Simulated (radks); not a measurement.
The numbers below are computed, except where a source is named.
All-electron atom: Cu3+ in [Ar] 3d6.5 4p1.5 (fractional occupations, a model configuration). Level of theory: Dirac Kohn-Sham, LDA (Slater exchange, Perdew-Wang correlation), spin-unpolarised, spherical densities, finite nucleus; open shells are shared between the two j in proportion to 2j + 1; Fermi nuclear charge, rms radius 3.8823 fm (a radial shooting solver on a logarithmic mesh with Libxc functionals).

Unscreened Slater integrals over Kohn-Sham orbitals (hartree). Large and small components are both included.

| integral | value |
|---|---|
| F0(4p3/2,4p3/2) | 0.40546 |
| F2(4p3/2,4p3/2) | 0.21633 |
| F0(4p3/2,4p1/2) | 0.40734 |
| G2(4p3/2,4p1/2) | 0.21721 |
| F0(4p3/2,3d5/2) | 0.51855 |
| F2(4p3/2,3d5/2) | 0.12333 |
| G1(4p3/2,3d5/2) | 0.046268 |
| G3(4p3/2,3d5/2) | 0.041983 |
| F0(4p3/2,3d3/2) | 0.51881 |
| F2(4p3/2,3d3/2) | 0.12284 |
| G1(4p3/2,3d3/2) | 0.045906 |
| G3(4p3/2,3d3/2) | 0.041695 |
| F0(4p1/2,4p1/2) | 0.40926 |
| F0(4p1/2,3d5/2) | 0.52288 |
| G3(4p1/2,3d5/2) | 0.042984 |
| F0(4p1/2,3d3/2) | 0.52315 |
| G1(4p1/2,3d3/2) | 0.047236 |
| F0(3d5/2,3d5/2) | 1.1550 |
| F2(3d5/2,3d5/2) | 0.54592 |
| F4(3d5/2,3d5/2) | 0.34194 |
| F0(3d5/2,3d3/2) | 1.1576 |
| F2(3d5/2,3d3/2) | 0.54705 |
| G2(3d5/2,3d3/2) | 0.54640 |
| G4(3d5/2,3d3/2) | 0.34225 |
| F0(3d3/2,3d3/2) | 1.1602 |
| F2(3d3/2,3d3/2) | 0.54820 |
